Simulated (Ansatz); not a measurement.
Geometry optimisation, RKS r2SCAN-D4/def2-SVP (Ansatz 0.2.0).

input.yaml

```yaml
crystal:
  periodic: [false, false, false]
  atoms:
    - { symbol: "N", position_ang: [-0.4925, 1.5346, 0.302] }
    - { symbol: C, position_ang: [-0.1961, 0.207, -0.1273] }
    - { symbol: Si, position_ang: [1.3771, -0.5643, 0.5909] }
    - { symbol: C, position_ang: [-1.2095, -0.7524, -0.4876] }
    - { symbol: S, position_ang: [-0.4384, -0.0639, -1.8339] }
    - { symbol: H, position_ang: [-1.3296, 1.9244, -0.2705] }
    - { symbol: H, position_ang: [0.2475, 2.2183, 0.0521] }
    - { symbol: H, position_ang: [2.59953, 0.24171, 0.34806] }
    - { symbol: H, position_ang: [1.61313, -1.97775, 0.03013] }
    - { symbol: H, position_ang: [1.26449, -0.74509, 2.08434] }
    - { symbol: H, position_ang: [-2.3254, -0.4538, -0.3397] }
    - { symbol: H, position_ang: [-1.1184, -1.8214, -0.3396] }
basis:
  gaussian: { orbitals: def2-SVP }
hamiltonian:
  xc: r2scan
  dispersion: d4
relax:
  f_tol: 0.015
  max_steps: 40
output:
  orbitals: {}
```

Command:

```bash
$ ansatz run input.yaml --threads 2 --pin off --max-ram 3072MiB --backend cpu --events-out ev --progress --plain --runs-dir out
```

Problem. Where does it end, and by what steps?

Solution. The run converged. After 8 steps the energy has fallen by 0.770 eV; S5 moved furthest, 0.29 Å.

| step | energy less start (eV) | largest force component (eV/Å) | accepted |
| --- | --- | --- | --- |
| 0 | 0.0000 | 4.941 | yes |
| 1 | -0.5959 | 2.178 | yes |
| 2 | -0.7172 | 0.939 | yes |
| 3 | -0.6935 | 0.895 | no |
| 4 | -0.7631 | 0.222 | yes |
| 5 | -0.7666 | 0.116 | yes |
| 6 | -0.7688 | 0.059 | yes |
| 7 | -0.7695 | 0.040 | yes |
| 8 | -0.7698 | 0.008 | yes |

```xyz
12
Properties=species:S:1:pos:R:3
N -0.535 1.464 0.356
C -0.186 0.186 -0.100
Si 1.403 -0.568 0.596
C -1.262 -0.721 -0.552
S -0.266 -0.229 -1.997
H -1.355 1.845 -0.118
H 0.226 2.136 0.279
H 2.561 0.253 0.137
H 1.517 -1.971 0.117
H 1.381 -0.546 2.094
H -2.284 -0.318 -0.520
H -1.209 -1.784 -0.282
```

Run time: 56 s on 2 threads of Arm Neoverse V1 (shared host), peak memory 0.18 GiB.
